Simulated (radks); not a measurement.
Results of a calculation; reference values are marked as such.
Valence configurations of Ti I (all share [Ar]). Code: a radial shooting solver on a logarithmic mesh with Libxc functionals. Model: scalar-relativistic Kohn-Sham, r2SCAN, spin-polarised, spherical densities, finite nucleus; open shells are filled with parallel spins first; meta-GGA in the generalised Kohn-Sham scheme; Fermi nuclear charge, rms radius 3.5921 fm. Energies are relative to 3d2 4s2; eigenvalues in eV for spin up.

| valence | E (eV) | moment (Bohr magnetons) | e(3d) | e(4p) | e(4s) |
|---|---|---|---|---|---|
| 3d3 4s1 | -0.459 | 4 | -2.399 | - | -4.387 |
| 3d2.5 4s1.5 | -0.226 | 3 | -3.549 | - | -4.669 |
| 3d2 4s2 | 0.000 | 2 | -4.900 | - | -4.860 |
| 3d2 4s1.5 4p0.5 | 1.161 | 3 | -5.533 | -2.097 | -5.563 |
| 3d2 4s1 4p1 | 1.738 | 4 | -5.970 | -2.486 | -6.020 |
| 3d1.5 4s2 4p0.5 | 2.092 | 2 | -7.197 | -2.233 | -5.825 |
| 3d1 4s2 4p1 | 5.012 | 2 | -9.662 | -2.915 | -6.784 |
| 3d2 4p2 | 5.239 | 4 | -7.065 | -3.004 | - |
| 4s2 4p2 | 13.746 | 2 | - | -4.182 | -8.659 |

NIST lists [Ar] 3d2 4s2 as the ground configuration; this level of theory puts 3d3 4s1 lower, by 0.459 eV. The energies are those of spherical high-spin densities, not of single terms.
